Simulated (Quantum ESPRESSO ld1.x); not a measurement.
The numbers below are computed, except where a source is named.
Question: This ld1.x (Quantum ESPRESSO 7.5) run is given with its output. Can the result be used, and if not, why?

```
 &input
    zed=40.0,
    iswitch=1,
    rel=0,
    lsd=1,
    dft='PZ',
    config='[Kr] 4d3 5s2',
    prefix='ld1',
    max_out_wfc=37,
    file_charge='ld1.rho',
 /
```

```
     Program LD1 v.7.5 starts

     Message from routine scf:
     warning: at least one error in KS equations
     --------------------------- All-electron run ----------------------------

     atomic number is 40.00
     dft =PZ   lsd =1 sic =0 latt =0  beta=0.20 tr2=1.0E-14
     Exchange-correlation= PZ
                           (   1   1   0   0   0   0   0)
     mesh =1913 r(mesh) = 100.19523 a.u. xmin = -7.00 dx = 0.00800
     1 Ry =  13.60569312 eV

     n l     nl                  e(Ry)          e(Ha)          e(eV)
     1 0     1S 1( 1.00)     -1277.8720      -638.9360    -17386.3342
     2 0     2S 1( 1.00)      -173.7525       -86.8762     -2364.0226
     2 1     2P 1( 3.00)      -159.2984       -79.6492     -2167.3650
     3 0     3S 1( 1.00)       -27.7352       -13.8676      -377.3566
     3 1     3P 1( 3.00)       -22.3036       -11.1518      -303.4555
     4 0     4S 1( 1.00)        -3.1556        -1.5778       -42.9343
     4 1     4P 1( 3.00)        -1.7085        -0.8542       -23.2453
     3 2     3D 1( 5.00)       -12.3650        -6.1825      -168.2349
     4 2     4D 1( 3.00)        -0.0000        -0.0000        -0.0000
     5 0     5S 1( 1.00)        -0.0000        -0.0000        -0.0000
     1 0     1S 2( 1.00)     -1277.8724      -638.9362    -17386.3398
     2 0     2S 2( 1.00)      -173.7390       -86.8695     -2363.8396
     2 1     2P 2( 3.00)      -159.2884       -79.6442     -2167.2285
     3 0     3S 2( 1.00)       -27.7259       -13.8630      -377.2306
     3 1     3P 2( 3.00)       -22.2934       -11.1467      -303.3173
     4 0     4S 2( 1.00)        -3.0658        -1.5329       -41.7124
     4 1     4P 2( 3.00)        -1.6071        -0.8036       -21.8660
     3 2     3D 2( 5.00)       -12.3511        -6.1755      -168.0448
     4 2     4D 2( 0.00)        -0.0000        -0.0000        -0.0000
     5 0     5S 2( 1.00)        -0.0000        -0.0000        -0.0000

     final scf error:  6.2E-15 reached in  51 iterations

     Etot =   -7074.550270 Ry,   -3537.275135 Ha,  -96254.159954 eV
     Total magnetization:    3.00 Bohr mag.

     Ekin =    7067.302365 Ry,    3533.651183 Ha,   96155.547191 eV
     Encl =  -16881.948267 Ry,   -8440.974133 Ha, -229690.607439 eV
     Eh   =    2957.178127 Ry,    1478.589064 Ha,   40234.458110 eV
     Exc  =    -217.082496 Ry,    -108.541248 Ha,   -2953.557817 eV
```

Answer: No. The residual met the threshold, but the solution is spurious: in the last iteration no bound solution was found for 4d up, 5s down, 5s up (the eigenvalue is printed as zero or positive). The species is Zr- with 41 electrons. In a local or semilocal functional the extra electron of a negative ion sees its own charge, the potential lacks the -1/r tail, and the highest level tends to rise to zero. The printed total energy is meaningless.
